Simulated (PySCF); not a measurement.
Al (aluminium, neutral) across methods

[Ne] 3s2 3p1, 2P determinant. All numbers are calculated (PySCF 2.14, no relativity, point nucleus, in dyall-av2z (13s9p2d, 50 functions)).

| method | E (hartree) | mean ε 3s α (eV) | mean ε 3s β (eV) | mean ε 3p α (eV) | Σ⟨r²⟩ (bohr²) | ⟨S²⟩ |
| --- | --- | --- | --- | --- | --- | --- |
| wB97M-V | -242.3490 | -11.126 | -10.403 | -5.183 | 33.64 | 0.751 |
| PBE0 | -242.2496 | -8.987 | -8.182 | -3.904 | 32.73 | 0.757 |
| LDA | -241.3153 | -8.014 | -7.434 | -3.012 | 33.01 | 0.752 |
| UHF | -241.87417 | -11.593 | -9.918 | -5.915 | 33.42 | 0.768 |
| PBE | -242.2290 | -7.895 | -7.300 | -3.092 | 32.93 | 0.755 |
| B3LYP | -242.3888 | -8.748 | -8.083 | -3.625 | 32.84 | 0.754 |
| M06 | -242.3525 | -8.893 | -8.144 | -3.532 | 32.68 | 0.752 |
| r2SCAN | -242.3308 | -8.062 | -7.390 | -3.353 | 32.72 | 0.761 |
| M06-2X | -242.3444 | -9.914 | -9.155 | -4.287 | 32.87 | 0.752 |
